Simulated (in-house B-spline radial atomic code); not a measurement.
## Ionising neutral holmium with different functionals

Computed with a radial B-spline atomic code at the basis-set limit: four-component Dirac-Coulomb Hamiltonian, Fermi nucleus of rms radius 5.2022 fm, spin-restricted, spherical fractional occupations for the functionals, and exact exchange of hybrids averaged over the configuration. The ionisation energy is the difference of two self-consistent energies, [Xe] 4f11 6s2 → [Xe] 4f11 6s1, without Breit or QED terms; ε is the level of the shell that loses the electron (mean over j).

```json
{"method": "B3LYP", "rung": "global hybrid", "ΔSCF (eV)": "?", "-ε(6s) (eV)": "?"}
{"method": "B97-1", "rung": "global hybrid", "ΔSCF (eV)": "?", "-ε(6s) (eV)": "?"}
{"method": "BHandHLYP", "rung": "global hybrid", "ΔSCF (eV)": "5.85", "-ε(6s) (eV)": "4.69"}
{"method": "wB97X", "rung": "range-separated hybrid", "ΔSCF (eV)": "6.07", "-ε(6s) (eV)": "5.95"}
```

Task: What does B3LYP give?

Result: ΔSCF 6.23 eV, and -ε(6s) = 4.22 eV.

Task: What does B97-1 give?

Result: ΔSCF 6.08 eV, and -ε(6s) = 4.14 eV.

Task: Among the functionals, which spreads more, the ΔSCF values or the orbital energies?

Result: The orbital energies: ΔSCF values span about 0.38 eV and the orbital energies 1.82 eV; here energy differences depend much less on the functional than eigenvalues do.

Task: How do they compare with the NIST value?

Result: NIST lists 6.021 eV (measured, ground level to ground level). Errors run from -0.17 to +0.21 eV; wB97X is closest (+0.05 eV), but part of that can be cancellation, since the calculations leave out Breit-QED terms, spin polarisation, the choice among j levels, multiplet and fine-structure energies.
